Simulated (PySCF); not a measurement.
Species: C5H15N3Si.
Atom-mapped SMILES: `[CH2:1]=[CH:2][CH2:3][Si:4]([NH2:5])([NH2:6])[N:7]([CH3:8])[CH3:9]` (hydrogens: H10, H11 on C1; H12 on C2; H13, H14 on C3; H15, H16 on N5; H17, H18 on N6; H19, H20, H21 on C8; H22, H23, H24 on C9)

The calculation used PBE0-D3(BJ)/def2-SVP geometry optimisation, gas phase (PySCF).

**Question.** List the bond lengths, angles and torsions at this level.

**Answer.** 
```csv
bond,length (bohr)
C1=C2,2.527
C2–C3,2.818
C3–Si4,3.575
"Si4–N5, Si4–N6",3.271
Si4–N7,3.288
"N7–C8, N7–C9",2.719
C1–H10,2.070
C1–H11,2.066
C2–H12,2.076
"C3–H13, C3–H14",2.084
N5–H15 and 3 like bonds,1.916
"C8–H19, C8–H21, C9–H23",2.096
"C8–H20, C9–H22, C9–H24",2.083
```

Bonds in one row agree within 0.02 bohr and their mean is given. A selection of angles:
```csv
angle,degrees
C1–C2–C3,125.8
C2–C3–Si4,111.1
C3–Si4–N5,106.0
C3–Si4–N6,107.3
C3–Si4–N7,112.8
N5–Si4–N6,114.8
N5–Si4–N7,111.2
N6–Si4–N7,104.9
Si4–N7–C8,123.3
Si4–N7–C9,121.2
C8–N7–C9,114.0
H15–N5–Si4,119.2
H16–N5–Si4,120.1
H17–N6–Si4,119.1
H18–N6–Si4,119.9
```

Torsions: C1–C2–C3–Si4 87° (synclinal); C2–C3–Si4–N5 51° (synclinal); C3–Si4–N7–C8 96° (anticlinal). The mirror-image conformer, all signs reversed, is as good.

Si4 (four-coordinate silicon) is distorted tetrahedral (angles from 104.9° to 114.8°). Of the pairs four or more bonds apart, N5···H20 is among the closest relative to their van der Waals radii: 2.62 Å, 95 % of the sum of Bondi's values. N5 (silicon-bound nitrogen) has angles 120.1°, 119.2° and 110.4°, sum 349.7°, 0.22 Å off the plane of its three neighbours. N7 (silicon-bound nitrogen) is almost planar (angles 123.3°, 121.2° and 114.0°, sum 358.4°, 0.11 Å off the plane of its three neighbours). The 2 C–C bonds span 1.337 Å (C1=C2, drawn double) to 1.491 Å (C2–C3, drawn single), a spread of 0.154 Å.

Point group: C1 (no symmetry element, even within 0.4 Å). PBE0-D3(BJ)/def2-SVP frequencies: not computed here. One conformer, not necessarily the lowest (C1–C2–C3–Si4 87°, C2–C3–Si4–N5 51°, C3–Si4–N5–H -41° and 178°, C3–Si4–N6–H 166° and -51°, C3–Si4–N7–C8 96°).
